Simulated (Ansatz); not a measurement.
Basis-set extrapolation for CH8ClNSi2 (`C[Si](N)([SiH3])Cl`) (PBE0-D4/def2-TZVP geometry, frozen core, Ansatz). Multiplicity 1, RHF reference.

```json
{"": "HF", "def2-TZVPP": "-1134.516925", "def2-QZVPP": "-1134.552461"}
{"": "MP2 correlation", "def2-TZVPP": "-0.831206", "def2-QZVPP": "-0.896898"}
{"": "CCSD(T) correlation", "def2-TZVPP": "-0.933860", "def2-QZVPP": "not run"}
```

Energies in hartree. Use E(X) = E(∞) + A·exp(−7.88·√X) for Hartree–Fock and E(X) = E(∞) + B·X^(−2.97) for correlation, with X = 3 and 4, and add CCSD(T) minus MP2 of the smaller set to the MP2 limit.

What is the CCSD(T) energy at the basis-set limit?

HF limit: -1134.552461 + (-0.035536) × 0.13774 = -1134.55736. MP2 limit: -0.896898 + (-0.065692) × 0.74074 = -0.94556. Higher-order term: -0.933860 − (-0.831206) = -0.10265. Total: -1135.60557 hartree, 406.4 kJ/mol below CCSD(T)/def2-TZVPP.
